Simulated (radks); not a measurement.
These are the eigenvalues of the occupied orbitals of an atom or ion with whole-number occupations (Ry). Calculated with a radial shooting solver on a logarithmic mesh with Libxc functionals: scalar-relativistic Kohn-Sham, Slater X-alpha with alpha = 0.982, spin-polarised, spherical densities, finite nucleus; Fermi nuclear charge, rms radius of each element as measured or else 0.836 A^(1/3) + 0.57 fm.

orbital  eigenvalue
1s up     -3325.419
1s down   -3325.419
2s up     -543.7744
2s down   -543.7696
2p up     -486.7542
2p down   -486.7512
3s up     -119.4760
3s down   -119.2799
3p up     -101.4726
3p down   -101.2788
3d up     -76.70812
3d down   -76.55750
4s up     -24.22526
4s down   -23.74477
4p up     -18.27361
4p down   -17.79347
4d up      -9.81820
4d down    -9.34171
5s up      -3.45194
5s down    -3.17448
5p up      -1.97118
5p down    -1.76095
4f up      -0.70511
6s up      -0.32415
6s down    -0.30248

Which element is it, and in what charge state? The configuration may be excited. Open shells, if any, are filled with parallel spins first.

Answer. Z = 61, promethium, charge 0: Pm in [Xe] 4f5 6s2. The list shows which subshells hold electrons but not how many an open one holds; the 1s level, -1662.7 hartree, gives Z - s = 57.7 by -(Z - s)^2/2, which with screening and relativity narrows Z to a few neighbours, and the depths of the outer levels then fix element, charge and occupations together.
